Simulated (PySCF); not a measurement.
Question: What does the PBE0/def2-SV(P) structure of `C=CC1=C[N+](C)=NS1` look like in three dimensions? (Charge +1.)

Answer: 
```
atom  x, y, z in Å
C1    -3.148   -0.676   -0.415
C2    -2.058   -0.726    0.366
C3    -0.715   -0.388   -0.061
C4     0.437   -0.399    0.702
N5     1.527   -0.024   -0.021
C6     2.885    0.063    0.521
N7     1.341    0.274   -1.259
S8    -0.242    0.111   -1.641
H9    -3.115   -0.368   -1.468
H10   -4.131   -0.948   -0.016
H11   -2.147   -1.039    1.412
H12    0.539   -0.662    1.755
H13    3.180   -0.924    0.907
H14    3.548    0.369   -0.299
H15    2.901    0.812    1.327
```

Any rigid rotation of these coordinates is as good. Atoms count from 1 in this order. The 8 heavy atoms lie in one plane (0.006 Å rms). C3 (substituted aromatic carbon) is planar (angles 127.5°, 126.3° and 106.2°, sum 360.0°, 0.00 Å off the plane of its three neighbours). C2 (alkene CH carbon) is planar (angles 125.0°, 120.0° and 115.0°, sum 360.0°, 0.00 Å off the plane of its three neighbours). The 5-membered ring C3–C4–N5–N7–S8 has internal angles of 94.6° to 117.4° (sum 540°, against 540° for a flat polygon); it is planar, 0.00 Å rms from its mean plane, widest ring torsion 0°.

Bonds between heavy atoms (Å): C1=C2 1.342, C2–C3 1.449, C3–C4 1.382, C4–N5 1.360, N5–C6 1.465, N5–N7 1.287, N7–S8 1.636, C3–S8 1.723.

Computed with PySCF, PBE0/def2-SV(P) geometry optimisation, gas phase.

Whether it is a minimum is left open (no frequencies). Geometry: PBE0/def2-SV(P), one conformer, isolated ion. Torsions: C1–C2–C3–C4 179°.

Time: 56 s of wall time; peak memory 0.59 GiB. Hardware: Arm Neoverse N1, one thread, shared host with 64 logical CPUs at a one-minute load of 53. These figures are those of the optimisation.
